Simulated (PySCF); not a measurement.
Species: CH3BCl4Si.
Bonds: Cl1–B2, B2–Cl3, B2–Si4, Si4–C5, C5–Cl6, C5–Cl7. Hydrogens: H8, H9 on Si4; H10 on C5.

Method: PBE0-D3(BJ)/def2-SVP geometry optimisation, gas phase (PySCF); density fitting, grid level 1; the optimiser is geomeTRIC in internal coordinates, started from a GFN2-xTB structure with every atom displaced at random (about 0.01 Å).

Step 0: E = -59691.2360 eV
```
atom  x, y, z in Å  |  force x, y, z in eV/Å
Cl1    -2.2665   -1.3020   -0.7362   -0.043  -0.516  -0.229
B2     -1.8161    0.2534   -0.1350    0.535   0.222   0.016
Cl3    -3.0695    1.3054    0.4118   -0.347   0.422   0.201
Si4     0.1397    0.8180   -0.1069   -0.203  -1.104   0.338
C5      1.2019   -0.7783    0.0048    0.235   0.772   0.968
Cl6     0.7553   -1.6070    1.5200   -0.214  -0.158   0.155
Cl7     2.9308   -0.3452    0.0550    0.075   0.074  -0.181
H8      0.5229    1.6297    1.0446    0.029   0.309   0.515
H9      0.5725    1.5017   -1.2994    0.126   0.545  -0.988
H10     1.0794   -1.4966   -0.7796   -0.193  -0.566  -0.795
```

Q: Estimate the geometry and energy of step 1. (The exact step hangs on the optimiser's Hessian estimate; all steps are aligned on step 0, rigid shifts and turns removed.)

A: E = -59691.3259 eV, largest force 0.383 eV/Å
```
atom  x, y, z in Å  |  force x, y, z in eV/Å
Cl1    -2.2631   -1.2944   -0.8139    0.020   0.114   0.033
B2     -1.7977    0.2583   -0.1443   -0.112  -0.107   0.043
Cl3    -3.0480    1.3444    0.4203    0.104  -0.077  -0.056
Si4     0.1518    0.7833   -0.0888    0.047   0.212   0.020
C5      1.2322   -0.7799    0.0574   -0.078  -0.280  -0.250
Cl6     0.7853   -1.6272    1.5726    0.031   0.087  -0.073
Cl7     2.9586   -0.3569    0.0038    0.003   0.008   0.046
H8      0.4841    1.6364    1.0900   -0.037   0.009  -0.054
H9      0.4905    1.5175   -1.3582    0.009  -0.117   0.117
H10     1.0568   -1.5024   -0.7601    0.013   0.151   0.175
```

The energy changes by -0.0899 eV. The first-order estimate −F·Δx gives -0.2222 eV and the mean of the old and new forces, exact on a quadratic surface, -0.0898 eV. The step makes an angle of 63° with the force vector and moves no atom by more than 0.102 Å.

The cost below is that of the whole optimisation. Hardware: Arm Neoverse V1, one thread, shared host with 32 logical CPUs at a one-minute load of 33. Cost: 73 s of wall time, 0.51 GiB resident at most.
